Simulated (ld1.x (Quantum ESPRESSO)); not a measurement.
# What one change does to a pseudopotential (silicon (Si), TM)

* Element: silicon (Si)
* Generator: ld1.x (Quantum ESPRESSO) 7.5
* Type: norm-conserving Troullier–Martins (Kleinman–Bylander form)
* Functional: PBE
* Relativity: scalar-relativistic
* Frozen core: [Ne]
* Valence charge: 4
* Reference configuration: 3s1 3p3
* Partial waves: 3s (bound): rc 1.45 bohr; 3p (bound): rc 1.65 bohr; 3d channel at 0.2 Ry: rc 1.45 bohr
* Local potential: all-electron potential smoothed inside 1.55 bohr (lloc = -2)
* Core correction: Bessel-smoothed model core inside 0.75 bohr

Change: functional LDA (PZ).

Cutoffs: the cutoffs (Ry, on a coarse ladder) from which the occupation-weighted sum of valence levels, in a spherical-Bessel basis at the reference potential, stays within 10 and 1 mRy of its value at 400 Ry; they do not see the model core or the augmentation charge, which bear on the density cutoff. Errors are all-electron minus pseudo energies relative to the spin-unpolarised reference configuration.

Question: What does the change do?

Answer: The potential gets neither clearly harder nor softer (15 Ry and 40 Ry → 15 Ry and 45 Ry); the number of tests with a reliable result goes from 7 to 9; of the 7 tests that both files solve, the error grows in 2 and shrinks in 1 by more than 15 % and 0.3 meV (median size 1.5 → 1.5 meV); neither file shows a bound ghost.

```csv
quantity,base,changed
"cutoff, loose",15 Ry,15 Ry
"cutoff, tight",40 Ry,45 Ry
bound ghosts,none,none
"error for 3s2 3p2, meV [ΔE -6.81 → -6.81 eV]",-0.3,-0.4
"error for 3s2 3p1, meV [ΔE 0.93 → 1.02 eV]",-1.2,-0.4
"error for 3s2 3p0, meV [ΔE 16.92 → 17.14 eV]",+11,+16
"error for 3s2 3p2.3, meV [ΔE -7.74 → -7.76 eV]",+0.7,+0.5
"error for 3s1 3p2, meV [ΔE 8.36 → 8.44 eV]",+2.8,+3.2
"error for 3s1 3p0, meV [ΔE 50.89 → 51.28 eV]",+53,+64
"error for 3s2 3p1.5, meV [ΔE -3.89 → -3.84 eV]",-1.5,-1.5
s: phases at 1.81 bohr within 0.05 rad from the reference energy up to (Ry; the scan ends near 5),2.4,2.2
p: phases at 1.81 bohr within 0.05 rad from the reference energy up to (Ry; the scan ends near 5),4.0,3.8
d: phases at 1.81 bohr within 0.05 rad from the reference energy up to (Ry; the scan ends near 5),to the end of the scan,to the end of the scan
```
